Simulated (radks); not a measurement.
The numbers below are computed, except where a source is named.
These are the eigenvalues of the occupied orbitals of an atom or ion with whole-number occupations (eV). Code: a radial shooting solver on a logarithmic mesh with Libxc functionals. Model: scalar-relativistic Kohn-Sham, LDA (Slater exchange, Perdew-Wang correlation), spin-unpolarised, spherical densities, finite nucleus; Fermi nuclear charge, rms radius of each element as measured or else 0.836 A^(1/3) + 0.57 fm.

| orbital | eigenvalue |
|---|---|
| 1s | -23669.68 |
| 2s | -3986.779 |
| 2p | -3645.372 |
| 3s | -1181.106 |
| 3p | -1068.592 |
| 3d | -895.5502 |

Which element is it, and in what charge state? The configuration may be excited.

Answer. Z = 45, rhodium, charge +20: Rh20+ in [Ar] 3d7. The list shows which subshells hold electrons but not how many an open one holds; the 1s level, -869.84 hartree, gives Z - s = 41.7 by -(Z - s)^2/2, which with screening and relativity narrows Z to a few neighbours, and the depths of the outer levels then fix element, charge and occupations together.
